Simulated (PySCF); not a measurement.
C2HF3O2, charge +1, doublet, at the geometry of the source list (a state made from the parent by changing its charge; the spin is typed, not shown lowest); BLYP/3-21G (PySCF).

Input for PySCF:
```python
from pyscf import gto, scf, dft

mol = gto.Mole()
mol.atom = '''
    O     1.241000   -0.787300    0.342000
    C     0.605400    0.297000   -0.049000
    O     1.087200    1.344500   -0.345400
    C    -0.930400    0.018900   -0.075100
    F    -1.374400   -0.334200    1.135200
    F    -1.611400    1.092800   -0.461800
    F    -1.222700   -0.977000   -0.917300
    H     2.205300   -0.654600    0.371500
'''
mol.basis = '3-21g'
mol.charge = 1
mol.spin = 1
mol.verbose = 4
mol.build()

mf = dft.UKS(mol)
mf.xc = 'blyp'
mf.kernel()
mf.analyze()
```

What the program printed (banner, timings and long lists left out):

```
PySCF version 2.14.0

[INPUT] verbose = 4
[INPUT] num. atoms = 8
[INPUT] num. electrons = 55
[INPUT] charge = 1
[INPUT] spin (= nelec alpha-beta = 2S) = 1
[INPUT] symmetry False subgroup None
[INPUT] Mole.unit = angstrom
[INPUT] Symbol           X                Y                Z      unit          X                Y                Z       unit  Magmom
[INPUT]  1 O      1.241000000000  -0.787300000000   0.342000000000 AA    2.345150120585  -1.487781377870   0.646286334601 Bohr   0.0
[INPUT]  2 C      0.605400000000   0.297000000000  -0.049000000000 AA    1.144040195812   0.561248658996  -0.092596580104 Bohr   0.0
[INPUT]  3 O      1.087200000000   1.344500000000  -0.345400000000 AA    2.054510242627   2.540736774478  -0.652711403425 Bohr   0.0
[INPUT]  4 C     -0.930400000000   0.018900000000  -0.075100000000 AA   -1.758201186295   0.035715823754  -0.141918431955 Bohr   0.0
[INPUT]  5 F     -1.374400000000  -0.334200000000   1.135200000000 AA   -2.597239585602  -0.631546470830   2.145217096606 Bohr   0.0
[INPUT]  6 F     -1.611400000000   1.092800000000  -0.461800000000 AA   -3.045104677124   2.065092708925  -0.872675524324 Bohr   0.0
[INPUT]  7 F     -1.222700000000  -0.977000000000  -0.917300000000 AA   -2.310568132506  -1.846262423700  -1.733445774064 Bohr   0.0
[INPUT]  8 H      2.205300000000  -0.654600000000   0.371500000000 AA    4.167413022503  -1.237014721140   0.702033255276 Bohr   0.0

nuclear repulsion = 336.704936958214
number of shells = 37
number of NR pGTOs = 108
number of NR cGTOs = 65
basis = 3-21g
ecp = {}

******** <class 'pyscf.dft.uks.UKS'> ********
method = UKS
initial guess = minao
damping factor = 0
level_shift factor = 0
DIIS = <class 'pyscf.scf.diis.CDIIS'>
diis_start_cycle = 1
diis_space = 8
diis_damp = 0
SCF conv_tol = 1e-09
SCF conv_tol_grad = None
SCF max_cycles = 50
direct_scf = True
direct_scf_tol = 1e-13
number electrons alpha = 28  beta = 27
XC library pyscf.dft.libxc version 7.1.2
    S. Lehtola, C. Steigemann, M. J. T. Oliveira, and M. A. L. Marques,  SoftwareX 7, 1–5 (2018)
XC functionals = blyp
    A. D. Becke,  Phys. Rev. A 38, 3098 (1988)
    C. Lee, W. Yang, and R. G. Parr,  Phys. Rev. B 37, 785 (1988)
    B. Miehlich, A. Savin, H. Stoll, and H. Preuss,  Chem. Phys. Lett. 157, 200 (1989)
radial grids:
    Treutler-Ahlrichs [JCP 102, 346 (1995); DOI:10.1063/1.469408] (M4) radial grids

becke partition: Becke, JCP 88, 2547 (1988); DOI:10.1063/1.454033
pruning grids: <function nwchem_prune>
grids dens level: 3
symmetrized grids: False
atomic radii adjust function: <function treutler_atomic_radii_adjust>
small_rho_cutoff = 0
Set gradient conv threshold to 3.16228e-05
tot grids = 109000
init E= -524.778439118117

cycle= 1 E= -523.022264043825  delta_E= 1.76  |g|= 0.958  |ddm|= 2.24
cycle= 2 E= -521.041013073118  delta_E= 1.98  |g|= 2.56  |ddm|= 3.05
cycle= 3 E= -523.330721823968  delta_E= -2.29  |g|= 0.474  |ddm|= 2.26
cycle= 4 E= -523.326705257581  delta_E= 0.00402  |g|= 0.468  |ddm|= 0.706
cycle= 5 E= -523.421756102931  delta_E= -0.0951  |g|= 0.0531  |ddm|= 0.403
cycle= 6 E= -523.421852837602  delta_E= -9.67e-05  |g|= 0.0481  |ddm|= 0.0997
cycle= 7 E= -523.422754722206  delta_E= -0.000902  |g|= 0.0119  |ddm|= 0.0606
cycle= 8 E= -523.422810538519  delta_E= -5.58e-05  |g|= 0.0046  |ddm|= 0.0161
cycle= 9 E= -523.42281754847  delta_E= -7.01e-06  |g|= 0.00119  |ddm|= 0.00385
cycle= 10 E= -523.422817784359  delta_E= -2.36e-07  |g|= 0.00119  |ddm|= 0.00218
cycle= 11 E= -523.422818260482  delta_E= -4.76e-07  |g|= 0.000452  |ddm|= 0.00144
cycle= 12 E= -523.422818334576  delta_E= -7.41e-08  |g|= 0.000155  |ddm|= 0.000493
cycle= 13 E= -523.42281833756  delta_E= -2.98e-09  |g|= 0.000151  |ddm|= 0.00032
cycle= 14 E= -523.422818345887  delta_E= -8.33e-09  |g|= 8.47e-05  |ddm|= 0.000159
cycle= 15 E= -523.422818348442  delta_E= -2.55e-09  |g|= 1.48e-05  |ddm|= 7.3e-05
cycle= 16 E= -523.422818348512  delta_E= -7.06e-11  |g|= 9.32e-06  |ddm|= 2.02e-05
Extra cycle  E= -523.422818348399  delta_E= 1.13e-10  |g|= 2.03e-05  |ddm|= 2.58e-05
converged SCF energy = -523.422818348399  <S^2> = 0.75235631  2S+1 = 2.0023549
**** SCF Summaries ****
Total Energy =                        -523.422818348399232
Nuclear Repulsion Energy =             336.704936958214489
One-electron Energy =                -1378.143266963126052
Two-electron Energy =                  518.015511656512331
Two-electron Coulomb Energy =          577.123384115469662
DFT Exchange-Correlation Energy =      -59.107872458957281
**** MO energy ****
                             alpha | beta                alpha | beta
MO #1   energy= -24.4706471963013  | -24.4675902310495  occ= 1 | 1
MO #2   energy= -24.4696414777764  | -24.4665840790347  occ= 1 | 1
MO #3   energy= -24.4483331341092  | -24.4476854568111  occ= 1 | 1
MO #4   energy= -19.0934993979863  | -19.0804163907608  occ= 1 | 1
MO #5   energy= -19.0673885847569  | -19.0653011227773  occ= 1 | 1
MO #6   energy= -10.3832943891626  | -10.3819616923378  occ= 1 | 1
MO #7   energy= -10.3338355363658  | -10.3338067132726  occ= 1 | 1
MO #8   energy= -1.46919928140866  | -1.46458901701851  occ= 1 | 1
MO #9   energy= -1.38737322292444  | -1.37067116281933  occ= 1 | 1
MO #10  energy= -1.37466947046624  | -1.36787195649843  occ= 1 | 1
MO #11  energy= -1.36530709300382  | -1.362146768532    occ= 1 | 1
MO #12  energy= -1.29975823528082  | -1.2870321344101   occ= 1 | 1
MO #13  energy= -0.968691628861485 | -0.959689540004131 occ= 1 | 1
MO #14  energy= -0.852979877356282 | -0.846868693341323 occ= 1 | 1
MO #15  energy= -0.80220061175118  | -0.795175021332243 occ= 1 | 1
MO #16  energy= -0.770635299056813 | -0.766001729263608 occ= 1 | 1
MO #17  energy= -0.75710105504148  | -0.750369362699732 occ= 1 | 1
MO #18  energy= -0.737434254253206 | -0.723422234245054 occ= 1 | 1
MO #19  energy= -0.71998782973886  | -0.714219549687473 occ= 1 | 1
MO #20  energy= -0.680955806228828 | -0.657161667977054 occ= 1 | 1
MO #21  energy= -0.622911806482075 | -0.617812112508085 occ= 1 | 1
MO #22  energy= -0.622088702638453 | -0.614424748080095 occ= 1 | 1
MO #23  energy= -0.61684757655904  | -0.599814060287429 occ= 1 | 1
MO #24  energy= -0.595538932879701 | -0.588309112229142 occ= 1 | 1
MO #25  energy= -0.589241967276102 | -0.581850743428221 occ= 1 | 1
MO #26  energy= -0.580814319528842 | -0.576147024832963 occ= 1 | 1
MO #27  energy= -0.573335998215636 | -0.561554282023838 occ= 1 | 1
MO #28  energy= -0.563935177935847 | -0.535674952323677 occ= 1 | 0
MO #29  energy= -0.351048643735833 | -0.344972983050958 occ= 0 | 0
MO #30  energy= -0.203943893847031 | -0.200408294751798 occ= 0 | 0
MO #31  energy= -0.14659359354736  | -0.139027007989093 occ= 0 | 0
MO #32  energy= -0.108606065434301 | -0.103265300345309 occ= 0 | 0
MO #33  energy= -0.0949110132443698 | -0.0912948886181688 occ= 0 | 0
MO #34  energy= -0.0650920268112758 | -0.0615641482859588 occ= 0 | 0
MO #35  energy= -0.0379095003379049 | -0.0261175073418212 occ= 0 | 0
MO #36  energy= 0.110772592449095  | 0.117055583831874  occ= 0 | 0

To work with the spin densities directly, `use mulliken_meta_spin()` only printing them here.

 ** Mulliken spin pop alpha/beta on meta-lowdin orthogonal AOs **
 ** Mulliken Spin Density (per AO)  **
spin_pop of  0 O 1s       -0.00000
spin_pop of  0 O 2s       -0.00083
spin_pop of  0 O 3s        0.00003
spin_pop of  0 O 2px       0.00215
spin_pop of  0 O 2py       0.08066
spin_pop of  0 O 2pz       0.00035
spin_pop of  0 O 3px       0.00006
spin_pop of  0 O 3py       0.00007
spin_pop of  0 O 3pz       0.00000
spin_pop of  1 C 1s        0.00000
spin_pop of  1 C 2s        0.00702
spin_pop of  1 C 3s        0.00013
spin_pop of  1 C 2px       0.00442
spin_pop of  1 C 2py      -0.00714
spin_pop of  1 C 2pz      -0.01694
spin_pop of  1 C 3px       0.00130
spin_pop of  1 C 3py      -0.00027
spin_pop of  1 C 3pz      -0.00000
spin_pop of  2 O 1s       -0.00001
spin_pop of  2 O 2s        0.00615
spin_pop of  2 O 3s       -0.00016
spin_pop of  2 O 2px       0.49495
spin_pop of  2 O 2py       0.06607
spin_pop of  2 O 2pz       0.04073
spin_pop of  2 O 3px       0.00073
spin_pop of  2 O 3py       0.00033
spin_pop of  2 O 3pz       0.00023
spin_pop of  3 C 1s       -0.00000
spin_pop of  3 C 2s        0.01484
spin_pop of  3 C 3s        0.00018
spin_pop of  3 C 2px       0.03211
spin_pop of  3 C 2py      -0.00171
spin_pop of  3 C 2pz      -0.00300
spin_pop of  3 C 3px       0.00292
spin_pop of  3 C 3py       0.00019
spin_pop of  3 C 3pz      -0.00011
spin_pop of  4 F 1s       -0.00000
spin_pop of  4 F 2s        0.00045
spin_pop of  4 F 3s       -0.00004
spin_pop of  4 F 2px       0.11953
spin_pop of  4 F 2py       0.00119
spin_pop of  4 F 2pz       0.00010
spin_pop of  4 F 3px       0.00013
spin_pop of  4 F 3py       0.00002
spin_pop of  4 F 3pz       0.00003
spin_pop of  5 F 1s       -0.00000
spin_pop of  5 F 2s       -0.00006
spin_pop of  5 F 3s       -0.00002
spin_pop of  5 F 2px       0.02651
spin_pop of  5 F 2py       0.00069
spin_pop of  5 F 2pz      -0.00035
spin_pop of  5 F 3px       0.00019
spin_pop of  5 F 3py       0.00004
spin_pop of  5 F 3pz      -0.00000
spin_pop of  6 F 1s       -0.00000
spin_pop of  6 F 2s        0.00045
spin_pop of  6 F 3s       -0.00004
spin_pop of  6 F 2px       0.11818
spin_pop of  6 F 2py       0.00168
spin_pop of  6 F 2pz       0.00070
spin_pop of  6 F 3px       0.00012
spin_pop of  6 F 3py       0.00003
spin_pop of  6 F 3pz       0.00003
spin_pop of  7 H 1s        0.00488
spin_pop of  7 H 2s        0.00014
 ** Mulliken Spin Density (per atom)  **
spin density of  0 O =      0.08249
spin density of  1 C =     -0.01148
spin density of  2 O =      0.60903
spin density of  3 C =      0.04541
spin density of  4 F =      0.12139
spin density of  5 F =      0.02700
spin density of  6 F =      0.12114
spin density of  7 H =      0.00502
 ** Mulliken pop alpha/beta on meta-lowdin orthogonal AOs **
 ** Mulliken pop       alpha | beta **
In total            28.00000 | 27.00000
 ** Mulliken atomic charges   ( Nelec_alpha | Nelec_beta ) **
charge of  0O =     -0.20347  (     4.14298      4.06049 )
charge of  1C =      0.42493  (     2.78179      2.79327 )
charge of  2O =      0.02750  (     4.29076      3.68174 )
charge of  3C =      0.61659  (     2.71441      2.66900 )
charge of  4F =     -0.06685  (     4.59412      4.47273 )
charge of  5F =     -0.11404  (     4.57052      4.54352 )
charge of  6F =     -0.06698  (     4.59406      4.47292 )
charge of  7H =      0.38233  (     0.31134      0.30632 )

WARN: System has nonzero charge 1; the dipole moment is origin-dependent.
Location of origin: [0. 0. 0.]

Dipole moment(X, Y, Z, Debye):  3.35196,  0.12298,  0.21027
```
